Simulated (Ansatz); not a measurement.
C2H4Si, SMILES `C1C[Si]1` (charge 0, multiplicity 1).

Z-matrix (Å, degrees):
```
C
H 1 1.0863
H 1 1.0863 2 111.78
C 1 1.5101 2 117.95 3 -141.58
H 4 1.0863 1 117.95 2 139.21
H 4 1.0863 5 111.78 1 141.58
Si 1 1.9000 2 117.95 3 141.58
```
Charge 0, multiplicity 1.

Frozen-core energies in cc-pVDZ from Ansatz (a program for electronic structure) at a geometry from B3LYP-D3(BJ)/def2-TZVP; the HF reference has <S^2> = 0.00 (restricted, and unstable towards unrestricted orbitals) and the T1 diagnostic is 0.012.

```csv
level,energy (Ha),difference from CCSDT(Q) (mHa)
HF,-366.91223,415.79
MP2,-367.27304,54.99
CCSD,-367.31228,15.75
CCSD(T),-367.32609,1.93
CCSDT,-367.32699,1.03
CCSDT(Q),-367.32803,0.00
```
